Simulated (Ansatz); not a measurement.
H₃AsBFO (SMILES OB(F)[AsH2]), singlet, at a GFN2-xTB geometry; PBE/3-21G (Ansatz, an electronic-structure program).

Here is a job for Ansatz.
Ansatz 0.2 input:
```yaml
crystal:
  periodic: [false, false, false]
  atoms:
    - {symbol: B, position_ang: [-0.91030097, 0.29936462, 0.34218050]}
    - {symbol: As, position_ang: [0.89099506, -0.32677179, -0.38902053]}
    - {symbol: H, position_ang: [1.44841291, -0.50893512, 0.98918080]}
    - {symbol: H, position_ang: [1.45938231, 1.07346051, -0.42114071]}
    - {symbol: F, position_ang: [-1.59955362, -0.56728532, 1.08873868]}
    - {symbol: O, position_ang: [-1.53257157, 1.46201323, 0.14335316]}
    - {symbol: H, position_ang: [-1.10257195, 2.13158253, -0.38673843]}
basis:
  gaussian:
    orbitals: 3-21G.json
hamiltonian:
  xc: pbe
```
The basis file holds 3-21G in the JSON format of the Basis Set Exchange.

The log (banner, timings and long lists left out):

```
Functional definition: PBE
654 factors; their error is unknown
mean field evaluation 1: about -65992.0830 eV, gradient 4.4e1 eV
mean field evaluation 2: about -65981.4388 eV, gradient 8.7e1 eV
mean field evaluation 4: about -65995.0586 eV, gradient 6.5e0 eV
mean field evaluation 8: about -65995.0559 eV, gradient 1.7e-1 eV
mean field evaluation 16: about -65995.0560 eV, gradient 9.1e-6 eV
a density is far from that of the atoms, so the factors are made again for it
615 factors; integrals over basis functions are off by at most 6.1e-5 eV
mean field -65995.05477622 eV, -2425.2735299712 hartree, gradient 2.8e-5 eV, S^2 0.000000; 0 other end points of the search recorded, 0 dependent functions left out
reference -65995.05480001 eV, -2425.2735308455 hartree; 29, 29 occupied and 27, 27 virtual orbitals, 615 factors
Total energy: -65995.05480001 eV, -2425.2735308455 hartree
```
